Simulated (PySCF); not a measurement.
C₃H₉NO₂Si₂.
Numbering: `[NH2:1][C:2](=[O:3])[Si@H:4]1[CH2:5][CH2:6][SiH2:7][O:8]1` (hydrogens: H9, H10 on N1; H11 on Si4; H12, H13 on C5; H14, H15 on C6; H16, H17 on Si7)

The same species was optimised twice, with GFN2-xTB and with PBE0-D3(BJ)/def2-SVP (PySCF), and the same property calculations (PySCF, gas phase) were run on both structures.

```tsv
coordinate	GFN2-xTB	PBE0-D3(BJ)/def2-SVP	change
Si4–O8 (Å)	1.646	1.689	+0.043
Si7–O8 (Å)	1.643	1.685	+0.042
Si4–C5 (Å)	1.907	1.891	-0.016
C6–Si7 (Å)	1.907	1.895	-0.012
C5–C6 (Å)	1.537	1.546	+0.009
N1–C2 (Å)	1.350	1.354	+0.004
C2=O3 (Å)	1.216	1.220	+0.004
C2–Si4 (Å)	1.911	1.911	0.000
Si4–O8–Si7 (°)	119.0	115.1	-3.9
C2–Si4–C5 (°)	116.6	112.8	-3.8
O3–C2–Si4 (°)	121.8	119.0	-2.8
N1–C2–O3 (°)	122.2	124.5	+2.3
C5–Si4–O8 (°)	98.1	100.4	+2.3
C2–Si4–O8 (°)	106.5	108.7	+2.2
C6–Si7–O8 (°)	98.7	100.1	+1.4
C5–C6–Si7 (°)	107.9	107.1	-0.8
N1–C2–Si4–C5 (°)	-96	-113	-17
```

Rotational constants: A = 2950, B = 933.9, C = 794.4 MHz (GFN2-xTB) against A = 2826, B = 952.4, C = 796.2 MHz (PBE0-D3(BJ)/def2-SVP). Point groups within 0.08 Å: C1 and C1.

On the GFN2-xTB structure: HOMO (eV) -6.86 [PBE0/pcSseg-1]; LUMO (eV) -0.07 [PBE0/pcSseg-1]; dipole (D) 3.59 [PBE0/pcSseg-1]; GIAO shielding of N1 (ppm) 136.9 [PBE0/pcSseg-1]; GIAO shielding of C2 (ppm) 4.3 [PBE0/pcSseg-1]; GIAO shielding of O3 (ppm) -153.1 [PBE0/pcSseg-1]; GIAO shielding of Si4 (ppm) 364.6 [PBE0/pcSseg-1]; GIAO shielding of C5 (ppm) 176.4 [PBE0/pcSseg-1]; GIAO shielding of C6 (ppm) 177.9 [PBE0/pcSseg-1]; GIAO shielding of Si7 (ppm) 350.4 [PBE0/pcSseg-1]; GIAO shielding of O8 (ppm) 290.8 [PBE0/pcSseg-1].

**Question.** What do these properties become on the PBE0-D3(BJ)/def2-SVP structure?

**Answer.** 
| property | level | on GFN2-xTB | on PBE0-D3(BJ)/def2-SVP | change |
| --- | --- | --- | --- | --- |
| HOMO (eV) | PBE0/pcSseg-1 | -6.86 | -6.91 | -0.05 |
| LUMO (eV) | PBE0/pcSseg-1 | -0.07 | -0.01 | +0.06 |
| dipole (D) | PBE0/pcSseg-1 | 3.59 | 2.94 | -0.65 |
| energy, GFN2-xTB geometry as zero (kcal/mol) | PBE0/pcSseg-1 | 0.0 | -3.9 | -3.9 |
| GIAO shielding of N1 (ppm) | PBE0/pcSseg-1 | 136.9 | 134.3 | -2.6 |
| GIAO shielding of C2 (ppm) | PBE0/pcSseg-1 | 4.3 | 2.5 | -1.8 |
| GIAO shielding of O3 (ppm) | PBE0/pcSseg-1 | -153.1 | -142.9 | +10.2 |
| GIAO shielding of Si4 (ppm) | PBE0/pcSseg-1 | 364.6 | 363.2 | -1.4 |
| GIAO shielding of C5 (ppm) | PBE0/pcSseg-1 | 176.4 | 176.5 | +0.1 |
| GIAO shielding of C6 (ppm) | PBE0/pcSseg-1 | 177.9 | 176.4 | -1.5 |
| GIAO shielding of Si7 (ppm) | PBE0/pcSseg-1 | 350.4 | 347.9 | -2.5 |
| GIAO shielding of O8 (ppm) | PBE0/pcSseg-1 | 290.8 | 287.8 | -3.0 |

The heavy atoms differ by 0.162 Å rms after alignment. Among bonds between heavy atoms Si4–O8 and Si7–O8 change most and about equally (+0.042 to +0.043 Å). Changes are differences of the printed values. Neither structure is proved a minimum here.
